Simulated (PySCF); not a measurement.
**Which determinant of CaO lies lowest?**

Unrestricted PBE0; Ca x2c-TZVPall, O x2c-TZVPall; spin-free X2C with a Gaussian nucleus (PySCF 2.14). Outer shells of the fragments: Ca 4s2; O 2s2 2p4.

Followed along the bond (rough minima from three points):

| 2Ms+1 | unpaired | ⟨S²⟩ at the start | R at minimum (Å) | Te (eV) |
| --- | --- | --- | --- | --- |
| 1 | none | 0.00 | 1.81 | 0.00 |
| 3 | σ ↑, π ↑ | 2.00 | 2.07 | 0.77 |
| 1 | σ ↓, π ↑ | 1.00 | 2.07 | 0.79 |

Solutions found at the starting distance of 2.190 Å, counted from the lowest of them; the search is not exhaustive and high or unbound solutions are not listed, so other states can lie among these:

```
2Ms+1  unpaired   term  E (eV)  ⟨S²⟩  ⟨Lz²⟩  μ (D)
    3  σ ↑, π ↑     ³Π    0.00  2.00   1.01  -3.84
    1  σ ↓, π ↑  mixed    0.01  1.00   1.01  -3.85
    1      none    ¹Σ⁺    0.27  0.00   0.00  -9.95
    3      π ↑↑  mixed    1.77  2.00   2.01  -3.80
    1      π ↑↓  mixed    1.80  1.01   2.01  -3.76
    3      π ↑↑  mixed    1.81  2.00   2.01  -3.79
```

A term symbol is given only where ⟨S²⟩ and ⟨Lz²⟩ are close to those of a pure state; real π, δ and φ orbitals otherwise mix terms. A positive dipole means Ca(−)O(+).

Question: Compare the gap between the two lowest followed solutions at the starting distance with the gap between their minima.

Answer: At PBE0 the second solution (triplet, unpaired electrons σ ↑, π ↑) lies -0.27 eV from the first (singlet, closed shell) at 2.190 Å and +0.77 eV at the minima; the two curves relax by different amounts, since their minima lie near 2.07 and 1.81 Å.

Counting both spins, an empty level lies below a filled one in some of these solutions, because spin and occupation are held.
